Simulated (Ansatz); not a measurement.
`[TeH]C1=NC1` and `[GaH2][C]1=NC1` differ in one atom or group.

Ansatz, PBE0-D4/def2-TZVP geometries, multiplicity 1. 

Elements past krypton have def2 core potentials. Scalar relativity is left out up to krypton.

| property | `[TeH]C1=NC1` |
| --- | --- |
| zero-point energy (PBE0-D4/def2-TZVP) / kJ/mol | 112.1 |
| ideal-gas entropy at 298 K and 1 bar (rigid rotor, harmonic PBE0-D4/def2-TZVP) / J/(mol·K) | 311 |
| size of the dipole moment (PBE/def2-TZVPP) / D | 2.50 |
| HOMO–LUMO gap (B3LYP/def2-TZVPP) / eV | 5.16 |
| size of the dipole moment (B3LYP/def2-TZVPP) / D | 2.58 |
| HOMO energy (PBE/def2-TZVPP) / eV | -5.86 |

(1) Give the same properties after the change, and the shifts. (Best estimate.)

## Answers

(1) Ansatz gave: 
```tsv
property	`[GaH2][C]1=NC1`	shift
zero-point energy (PBE0-D4/def2-TZVP) / kJ/mol	128.1	16.0
ideal-gas entropy at 298 K and 1 bar (rigid rotor, harmonic PBE0-D4/def2-TZVP) / J/(mol·K)	320	9
size of the dipole moment (PBE/def2-TZVPP) / D	2.11	-0.39
HOMO–LUMO gap (B3LYP/def2-TZVPP) / eV	4.66	-0.50
size of the dipole moment (B3LYP/def2-TZVPP) / D	2.29	-0.29
HOMO energy (PBE/def2-TZVPP) / eV	-6.04	-0.18
```

With PBE0 the HOMO falls by 0.37 eV and the LUMO falls by 0.80 eV, so the gap narrows by about 0.43 eV. PBE moves the HOMO by -0.18 eV and ωB97M-V by -0.53 eV. The zero-point energy changes by 16.0 kJ/mol with +3 modes. Dipoles are sizes alone; their direction can turn.

B3LYP here is the variant with VWN-RPA as its local correlation; programs differ in this.

Spin–orbit coupling is left out; it splits and shifts lone-pair levels of the heavy atoms by tenths of an eV.
